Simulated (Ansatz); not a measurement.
`[AlH2][BH][GeH3]` and `C[BH][AlH2]` differ in one element.

Ansatz, PBE0-D4/def2-TZVP geometries, multiplicity 1. 

Scalar relativity is left out up to krypton.

| property | `[AlH2][BH][GeH3]` |
| --- | --- |
| size of the dipole moment (B3LYP/def2-TZVPP) / D | 0.63 |
| LUMO energy (B3LYP/def2-TZVPP) / eV | -2.91 |
| HOMO energy (ωB97M-V/def2-TZVPP) / eV | -9.38 |
| HOMO–LUMO gap (B3LYP/def2-TZVPP) / eV | 4.22 |
| zero-point energy (PBE0-D4/def2-TZVP) / kJ/mol | 124.3 |
| HOMO energy (PBE0/def2-TZVPP) / eV | -7.31 |

Question: What does the change do to each property? (An estimate is asked.)

Answer: Computed: 
```json
{"property": "size of the dipole moment (B3LYP/def2-TZVPP) / D", "`C[BH][AlH2]`": "1.24", "shift": "0.61"}
{"property": "LUMO energy (B3LYP/def2-TZVPP) / eV", "`C[BH][AlH2]`": "-1.90", "shift": "1.01"}
{"property": "HOMO energy (ωB97M-V/def2-TZVPP) / eV", "`C[BH][AlH2]`": "-9.14", "shift": "0.24"}
{"property": "HOMO–LUMO gap (B3LYP/def2-TZVPP) / eV", "`C[BH][AlH2]`": "4.95", "shift": "0.73"}
{"property": "zero-point energy (PBE0-D4/def2-TZVP) / kJ/mol", "`C[BH][AlH2]`": "159.0", "shift": "34.7"}
{"property": "HOMO energy (PBE0/def2-TZVPP) / eV", "`C[BH][AlH2]`": "-7.02", "shift": "0.29"}
```

With PBE0 the HOMO rises by 0.29 eV and the LUMO rises by 1.03 eV, so the gap widens by about 0.74 eV. PBE moves the HOMO by 0.34 eV and ωB97M-V by 0.24 eV. Dipoles are sizes alone; their direction can turn.

B3LYP here is the variant with VWN-RPA as its local correlation; programs differ in this.
